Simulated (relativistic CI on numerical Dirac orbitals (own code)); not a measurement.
Zn⁴⁺: 3s photoemission

Computed with this model: Dirac-Coulomb-Breit CI, orbitals from a KLI potential per configuration, model QED, valence Slater integrals scaled by 0.8, multiplet model of photoemission in the sudden approximation; configurations [Ar] 3d8 → [Ne] 3s 3p6 3d8; 300 K; Lorentzian 2.1 eV and Gaussian 0.6 eV FWHM. Energies are those of the free ion, without screening or charge transfer. The energies are binding energies and can lie tens of eV above those of solids. Without intra-shell correlation the exchange splitting of an s hole comes out too large, often by half or more. S is read from ⟨S²⟩ = S(S + 1).

Computed curve for free ion, scaled to 100 at the maximum (points under 2 are left out and the grid is thinned):

```
Energy (eV)  Intensity
      209.0        2.1
      209.6        2.4
      210.2        2.9
      210.6        3.2
      211.2        3.9
      211.8        4.8
      212.4        6.0
      212.8        7.1
      213.4        9.5
      214.0       13.4
      214.6       20.0
      215.0       27.3
      215.6       46.0
      216.2       77.2
      216.8      100.0
      217.4       82.1
      217.8       60.0
      218.4       35.6
      219.0       22.6
      219.6       15.9
      220.0       13.4
      220.6       11.4
      221.2       10.9
      221.8       12.0
      222.2       13.8
      222.8       19.1
      223.4       29.5
      224.0       44.5
      224.6       48.6
      225.0       40.2
      225.6       24.6
      226.2       14.8
      226.8        9.6
      227.2        7.5
      227.8        5.5
      228.4        4.2
      229.0        3.3
      229.4        2.9
      230.0        2.4
      230.6        2.0
```

The ground state has S = 1.00, and the centroid lies at 219.31 eV.
